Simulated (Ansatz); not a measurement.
```yaml
crystal:
  periodic: [false, false, false]
  atoms:
    - {symbol: C, position_ang: [0.024062, -1.913819, -1.369740]}
    - {symbol: N, position_ang: [0.261422, -1.368352, -0.213538]}
    - {symbol: C, position_ang: [0.099572, -2.652387, 0.732521]}
    - {symbol: Al, position_ang: [-1.360751, -0.355645, 0.328532]}
    - {symbol: Cl, position_ang: [-3.018124, -0.026616, -1.108638]}
    - {symbol: N, position_ang: [-0.279998, 1.193694, 0.213342]}
    - {symbol: C, position_ang: [-0.139478, 2.247878, -0.679916]}
    - {symbol: C, position_ang: [-0.082259, 2.400597, 1.657435]}
    - {symbol: Al, position_ang: [1.458594, -0.059333, 0.045722]}
    - {symbol: Cl, position_ang: [2.696631, 0.198175, -1.399411]}
    - {symbol: H, position_ang: [-0.179339, -0.982414, -2.223385]}
    - {symbol: H, position_ang: [-1.032417, -2.518944, -1.474179]}
    - {symbol: H, position_ang: [0.812182, -2.276368, -1.906360]}
    - {symbol: H, position_ang: [0.956517, -2.862214, 0.735884]}
    - {symbol: H, position_ang: [-0.614826, -3.124259, 0.810094]}
    - {symbol: H, position_ang: [0.215336, -2.362420, 1.542267]}
    - {symbol: H, position_ang: [-1.642375, -0.323794, 1.738703]}
    - {symbol: H, position_ang: [-0.321500, 1.814463, -1.793271]}
    - {symbol: H, position_ang: [-1.075804, 2.741726, -0.774582]}
    - {symbol: H, position_ang: [0.475177, 2.803986, -0.898649]}
    - {symbol: H, position_ang: [0.786573, 2.757252, 1.212017]}
    - {symbol: H, position_ang: [-0.030592, 1.521195, 2.226032]}
    - {symbol: H, position_ang: [-0.757057, 2.857557, 1.349465]}
    - {symbol: H, position_ang: [2.137085, -0.135290, 1.334601]}
basis:
  gaussian: {orbitals: STO-3G}
total_charge: 1
magnetization: {spin_polarized: true, initial_magnetization: 1}
hamiltonian: {xc: {name: B97}, pseudopotentials: {relativity: none}}
output: {forces: true}
```

```sh
$ ansatz run in.yaml --threads 4 --pin off --events-out ev --progress --plain --max-ram 41984MiB --backend cpu
```

It prints (some lines left out):

```
Functional definition: B97
1023 factors; integrals over basis functions are off by at most 6.3e-5 eV
mean field evaluation 1: about -45048.0474 eV, gradient 2.2e1 eV
mean field evaluation 2: about -45043.2004 eV, gradient 2.9e1 eV
mean field evaluation 4: about -45052.2614 eV, gradient 3.0e0 eV
mean field evaluation 8: about -45052.2848 eV, gradient 5.8e-1 eV
mean field evaluation 16: about -45052.2975 eV, gradient 1.7e-2 eV
mean field evaluation 32: about -45052.2975 eV, gradient 1.5e-5 eV
mean field -45052.29751225 eV, -1655.6413960312 hartree, gradient 1.5e-5 eV, S^2 0.757991; 6 other end points of the search recorded, 0 dependent functions left out
reference -45052.29753338 eV, -1655.6413968078 hartree; 56, 55 occupied and 24, 25 virtual orbitals, 1023 factors
Total energy: -45052.29753338 eV, -1655.6413968078 hartree
Atom 0 at     0.024062    -1.913819    -1.369740 Å, force    -8.620436     0.860973   -14.031360 eV/Å
Atom 1 at     0.261422    -1.368352    -0.213538 Å, force    -3.616926     0.961657    10.847988 eV/Å
Atom 2 at     0.099572    -2.652387     0.732521 Å, force     2.661878    12.418699   -13.084824 eV/Å
Atom 3 at    -1.360751    -0.355645     0.328532 Å, force    -0.792409     0.679209    -1.968537 eV/Å
Atom 4 at    -3.018124    -0.026616    -1.108638 Å, force     1.508497    -0.425470     0.988651 eV/Å
Atom 5 at    -0.279998     1.193694     0.213342 Å, force     3.460915     0.844677     5.405391 eV/Å
Atom 6 at    -0.139478     2.247878    -0.679916 Å, force   -16.268294   -12.704335    -6.508472 eV/Å
Atom 7 at    -0.082259     2.400597     1.657435 Å, force    11.736989   -13.316475     0.549294 eV/Å
Atom 8 at     1.458594    -0.059333     0.045722 Å, force    -2.149622     0.453636     3.763882 eV/Å
Atom 9 at     2.696631     0.198175    -1.399411 Å, force     2.876123     0.941372    -4.102473 eV/Å
Atom 10 at    -0.179339    -0.982414    -2.223385 Å, force     0.205460    -2.530290     2.561365 eV/Å
Atom 11 at    -1.032417    -2.518944    -1.474179 Å, force     3.423580     1.012512     0.185931 eV/Å
Atom 12 at     0.812182    -2.276368    -1.906360 Å, force     3.350756    -3.184889    -1.504903 eV/Å
Atom 13 at     0.956517    -2.862214     0.735884 Å, force    15.142976    -7.702349    -2.515477 eV/Å
Atom 14 at    -0.614826    -3.124259     0.810094 Å, force   -15.655033   -11.350496    -0.878764 eV/Å
Atom 15 at     0.215336    -2.362420     1.542267 Å, force     0.524960     7.722543    17.669549 eV/Å
Atom 16 at    -1.642375    -0.323794     1.738703 Å, force    -0.416959    -0.514110     1.376234 eV/Å
Atom 17 at    -0.321500     1.814463    -1.793271 Å, force     0.907820     0.249959     2.014862 eV/Å
Atom 18 at    -1.075804     2.741726    -0.774582 Å, force    -1.757619     1.917198     0.881123 eV/Å
Atom 19 at     0.475177     2.803986    -0.898649 Å, force    15.367687    12.743879    -2.520299 eV/Å
Atom 20 at     0.786573     2.757252     1.212017 Å, force     3.059519     1.442234     0.421294 eV/Å
Atom 21 at    -0.030592     1.521195     2.226032 Å, force    -0.184099    -0.440305     3.331418 eV/Å
Atom 22 at    -0.757057     2.857557     1.349465 Å, force   -14.794056     9.685408    -4.121333 eV/Å
Atom 23 at     2.137085    -0.135290     1.334601 Å, force     0.028295     0.234763     1.239459 eV/Å
Dipole moment:     0.008868     0.159675     0.789110 e Å
```

It took 28 s on 4 threads of a server CPU on a shared host, with 0.88 GiB of host memory at the peak.
